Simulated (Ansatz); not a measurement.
Cost and result up the ladder for `[C-]#[N+]CCCCCCCCCCCC#N` (37 atoms). The state is a singlet with charge 0. Geometry: PBE-D4/def2-SVP.

Ansatz on 2 threads of AMD EPYC 7R13 on a shared host and a share (18 GiB) of an NVIDIA H100 80GB HBM3. Times are rough, and most runs start from the orbitals of an earlier one. ωB97M-V/def2-TZVP serves as the yardstick here, not as an exact answer. Differences are given only for rows in sets of like size (and for xTB, whose basis is part of the method), since another set adds its own error. Binding counts from free atoms at the same level (C triplet, N quartet, H doublet; other spins of the atoms weren't run), without zero-point energy or a counterpoise term.

Correlated methods freeze 15 core orbitals. The rows differ in basis, and correlated rows in double-zeta sets carry the largest basis error. Single mean-field runs in def2-TZVP are fitted with def2-universal-jkfit.

Correlated methods converge slowly with the basis, most of all in double-zeta sets.

```json
{"level": "CCSD(T)/def2-SVP", "functions": "320", "binding energy per atom (eV)": "4.21", "difference from ωB97M-V/def2-TZVP (eV)": "–"}
{"level": "PBE-D4/def2-TZVP", "functions": "597", "binding energy per atom (eV)": "4.48", "difference from ωB97M-V/def2-TZVP (eV)": "0.10"}
{"level": "PBE0-D4/def2-TZVP (with forces)", "functions": "597", "binding energy per atom (eV)": "4.41", "difference from ωB97M-V/def2-TZVP (eV)": "0.03"}
{"level": "CAM-B3LYP-D4/def2-TZVP", "functions": "597", "binding energy per atom (eV)": "4.39", "difference from ωB97M-V/def2-TZVP (eV)": "0.01"}
{"level": "MP2/def2-TZVP", "functions": "597", "binding energy per atom (eV)": "4.29", "difference from ωB97M-V/def2-TZVP (eV)": "-0.09"}
{"level": "PBE0-D4/def2-SVP", "functions": "320", "binding energy per atom (eV)": "4.46", "difference from ωB97M-V/def2-TZVP (eV)": "–"}
{"level": "BLYP-D4/def2-TZVP (with forces)", "functions": "597", "binding energy per atom (eV)": "4.37", "difference from ωB97M-V/def2-TZVP (eV)": "-0.01"}
{"level": "ωB97M-V/def2-TZVP", "functions": "597", "binding energy per atom (eV)": "4.38", "difference from ωB97M-V/def2-TZVP (eV)": "0.00"}
{"level": "HF/STO-3G", "functions": "97", "binding energy per atom (eV)": "3.89", "difference from ωB97M-V/def2-TZVP (eV)": "–"}
{"level": "r2SCAN-D4/def2-TZVP", "functions": "597", "binding energy per atom (eV)": "4.37", "difference from ωB97M-V/def2-TZVP (eV)": "-0.01"}
{"level": "PBE-D4/def2-SVP", "functions": "320", "binding energy per atom (eV)": "4.53", "difference from ωB97M-V/def2-TZVP (eV)": "–"}
```

**Question.** Estimate how long each takes.

**Answer.** HF/STO-3G 3.1 s; PBE-D4/def2-SVP 3.3 s; PBE-D4/def2-TZVP 4 s; PBE0-D4/def2-SVP 4.7 s; r2SCAN-D4/def2-TZVP 5 s; BLYP-D4/def2-TZVP (with forces) 5.5 s; PBE0-D4/def2-TZVP (with forces) 6 s; ωB97M-V/def2-TZVP 6.5 s; CAM-B3LYP-D4/def2-TZVP 7.5 s; MP2/def2-TZVP 7.5 s; CCSD(T)/def2-SVP 27 s. On shared hardware such times vary by a factor of up to 3.
